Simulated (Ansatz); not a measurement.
Reaction (formal exchange of groups at a C–Si bond): `[SiH3]OC[SiH2]Cl` + ethylene → `C=CCO[SiH3]` + `[SiH3]Cl`

Gas-phase electronic energies from Ansatz, PBE0-D4/def2-TZVP geometries. CCSD(T)/CBS is the MP2 limit (def2-TZVPP, def2-QZVPP) plus CCSD(T) − MP2 in def2-TZVPP, frozen cores. This one scheme is used for every species. DFT in def2-TZVPP. Each species was taken in one conformer, which may not be the lowest.

| level | ΔE (eV) |
| --- | --- |
| ωB97X-V | 0.13 |
| B2PLYP | 0.13 |
| PBE0 | 0.12 |
| HF/def2-TZVPP | 0.08 |
| MP2/def2-TZVPP | 0.13 |
| CCSD/def2-TZVPP | 0.13 |
| CCSD(T)/def2-TZVPP | 0.13 |
| SCS-MP2/def2-QZVPP | 0.13 |

Question: What does CCSD(T)/CBS give? (An estimate is asked.)

Answer: Ansatz gave: +0.15 eV. The listed levels differ from it by -0.02, -0.02, -0.03, -0.07, -0.02, -0.02, -0.02, -0.02 eV.

Largest T1 diagnostic among the species: 0.011.

In def2-TZVPP, CCSD(T) changes the Hartree–Fock value by +0.05 eV (the triples alone add +0.00 eV) and MP2 by +0.05 eV.
